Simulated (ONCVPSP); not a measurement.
I (Z = 53) ONCV: all-electron and pseudo phase curves

I (Z = 53), optimised norm-conserving Vanderbilt (ONCV), made with ONCVPSP 4.0.1 (PBE, scalar-relativistic). Core [Ar] 3d10, reference 4s2 4p6 4d10 5s2 5p5. Waves: 4s+5s: rc 0.95 bohr, ncon 4, nbas 8, qcut 10.8 1/bohr, 2 projectors; 4p+5p: rc 1.30 bohr, ncon 4, nbas 8, qcut 12.6 1/bohr, 2 projectors; 4d: rc 1.45 bohr, ncon 4, nbas 8, qcut 9 1/bohr, 2 projectors, debl 3.6 Ha. Local part: polynomial inside 0.70 bohr (lpopt 5, dvloc0 2 Ha). Core correction: Teter function, fcfact 5, rcfact 1.35.

The phase is arctan(r·R′/R) of the radial function R(r), unwrapped; energies in Ha, scanned from -8 to 5 Ha. A pole is an energy at which the radial function vanishes at the test radius. The pseudo phase is shifted by a multiple of π to meet the all-electron one at the reference energy, and phase errors are pseudo minus all-electron; the curves can meet again beyond the range given. Levels narrower than the energy grid can be missing from the lists of poles.

Q: For each channel, where are the poles, and over which energies does the pseudopotential scatter like the atom?

A:

```tsv
channel	radius (bohr)	reference energy (Ha)	poles, all-electron	poles, pseudo	unbroken range about the reference energy with phases within 0.05 rad	phase error 1 Ha above the reference energy (rad)
s	0.96	-0.64	-2.95	-2.95, 4.41	below 4.2	-0.000
p	1.32	-0.26	-4.04	-4.04	the whole range	-0.000
d	1.47	-1.85	-1.23	-1.23	the whole range	+0.000
```

Note: no bound ghost flagged; GHOST(+) flagged for s at 119.8 eV.

Phases in the d channel:

```csv
E (Ha),all-electron,pseudo
-7.96,1.347,1.347
-7.60,1.339,1.339
-7.24,1.330,1.330
-6.88,1.320,1.320
-6.52,1.309,1.309
-6.16,1.296,1.296
-5.80,1.280,1.281
-5.44,1.262,1.263
-5.08,1.240,1.240
-4.72,1.212,1.213
-4.36,1.176,1.177
-4.00,1.126,1.126
-3.64,1.050,1.051
-3.28,0.923,0.924
-2.92,0.664,0.665
-2.56,0.041,0.042
-2.20,-0.846,-0.846
-1.84,-1.291,-1.291
-1.48,-1.489,-1.488
-1.12,-1.601,-1.601
-0.76,-1.680,-1.679
-0.40,-1.744,-1.744
-0.04,-1.804,-1.804
0.32,-1.866,-1.866
0.68,-1.937,-1.937
1.04,-2.025,-2.025
1.40,-2.142,-2.142
1.76,-2.311,-2.311
2.12,-2.567,-2.567
2.48,-2.944,-2.943
2.84,-3.392,-3.389
3.20,-3.772,-3.769
3.56,-4.031,-4.027
3.92,-4.199,-4.195
4.28,-4.312,-4.308
4.64,-4.392,-4.388
5.00,-4.452,-4.448
```
